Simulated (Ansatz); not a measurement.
Calculated with Ansatz (gas phase, PBE0-D4/def2-TZVP geometries, no zero-point term in ΔE). CCSD(T)/CBS adds triple-zeta CCSD(T) − MP2 to the extrapolated MP2 energy (def2 sets, frozen cores). This one scheme is used for every species. DFT in def2-TZVPP. For Ga outer-core shells are correlated without core-valence functions, which leaves a few kJ/mol of doubt a bond. Scalar relativity is left out up to krypton. One conformer a species, not always the lowest.

Reaction (substitution at a C–Ga bond): `B[CH2][GaH][CH3]` + `C=N` → `BCN=C` + `[CH3][GaH2]`

```tsv
level	ΔE (kJ/mol)
PBE0-D4	85.7
SCS-MP2/def2-QZVPP	90.6
```

Question: What does CCSD(T)/CBS give? (Estimate.)

Answer: Ansatz gave: +94.2 kJ/mol. The listed levels differ from it by -8.5, -3.6 kJ/mol.

Largest T1 diagnostic among the species: 0.012.

In def2-TZVPP, CCSD(T) changes the Hartree–Fock value by +22.8 kJ/mol (the triples alone add +2.8 kJ/mol) and MP2 by +27.0 kJ/mol. The D4 term adds +3.4 kJ/mol with B3LYP and +2.0 kJ/mol with PBE0; it sums over pairs of atoms, weighted by their polarisabilities, and B3LYP, whose exchange is more repulsive, gets the larger term.

B3LYP here is the variant with VWN-RPA as its local correlation; programs differ in this.
